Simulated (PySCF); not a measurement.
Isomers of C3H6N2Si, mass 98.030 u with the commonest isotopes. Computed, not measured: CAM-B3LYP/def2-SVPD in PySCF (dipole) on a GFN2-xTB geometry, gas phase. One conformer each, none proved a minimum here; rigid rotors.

Problem. Order these by dipole moment, largest first.
A. `[N:1]#[C:2][CH2:3]/[CH:4]=[N:5]/[SiH3:6]` with C2–C3–C4–N5 -123°
B. `[CH2:1]=[N:2][CH2:3][SiH2:4][C:5]#[N:6]` with C1–N2–C3–Si4 112°, N2–C3–Si4–C5 177°
C. `[CH3:1][SiH2:2]/[N:3]=[CH:4]/[C:5]#[N:6]` with C1–Si2–N3–C4 119°

Solution. C (4.03 D), B (3.84 D), A (3.49 D).

Problem. Order these by radius of gyration √(Σ m r²/M), largest first.
A. `[CH2:1]=[CH:2][Si@@H:3]([NH2:4])[C:5]#[N:6]` with C1–C2–Si3–N4 17°, C2–Si3–N4–H -175° and 43°
B. `[CH3:1][SiH2:2]/[N:3]=[CH:4]/[C:5]#[N:6]` with C1–Si2–N3–C4 119°
C. `[nH]1cnc(c1)[SiH3]`
D. `[N:1]#[C:2][CH2:3]/[CH:4]=[N:5]/[SiH3:6]` with C2–C3–C4–N5 -123°
E. `[CH2:1]=[N:2][CH2:3][SiH2:4][C:5]#[N:6]` with C1–N2–C3–Si4 112°, N2–C3–Si4–C5 177°

Solution. D (2.280 Å), B (2.190 Å), E (2.136 Å), A (1.916 Å), C (1.784 Å).

Problem. Order these by out-of-plane moment Σ m c² = (Ia + Ib − Ic)/2, largest first.
A. `[SiH3]c1c[nH]cn1`
B. `[CH2:1]=[N:2][CH2:3][SiH2:4][C:5]#[N:6]` with C1–N2–C3–Si4 112°, N2–C3–Si4–C5 177°
C. `[CH2:1]=[CH:2][Si@@H:3]([NH2:4])[C:5]#[N:6]` with C1–C2–Si3–N4 17°, C2–Si3–N4–H -175° and 43°
D. `[CH3:1][SiH2:2]/[N:3]=[CH:4]/[C:5]#[N:6]` with C1–Si2–N3–C4 119°
E. `[N:1]#[C:2][CH2:3]/[CH:4]=[N:5]/[SiH3:6]` with C2–C3–C4–N5 -123°

Solution. C (18.81 u·Å²), B (12.91 u·Å²), D (10.41 u·Å²), E (9.97 u·Å²), A (2.89 u·Å²).

| SMILES | point group | Ia (u·Å²) | Ib (u·Å²) | Ic (u·Å²) | κ | μa (D) | μb (D) | μc (D) |
| --- | --- | --- | --- | --- | --- | --- | --- | --- |
| N#CC/C=N/[SiH3] | C1 | 42.72 | 476.99 | 499.77 | -0.99 | 2.43 | 2.24 | 1.11 |
| C=NC[SiH2]C#N | C1 | 48.49 | 411.73 | 434.40 | -0.99 | 3.67 | 0.58 | 1.00 |
| C=C[Si@@H](N)C#N | C1 | 114.32 | 264.27 | 340.97 | -0.71 | 3.59 | 1.64 | 0.01 |
| C[SiH2]/N=C/C#N | C1 | 52.04 | 428.55 | 459.77 | -0.98 | 3.41 | 1.28 | 1.72 |
| [SiH3]c1c[nH]cn1 | Cs | 57.79 | 257.00 | 309.01 | -0.91 | 3.14 | 2.67 | 0.00 |
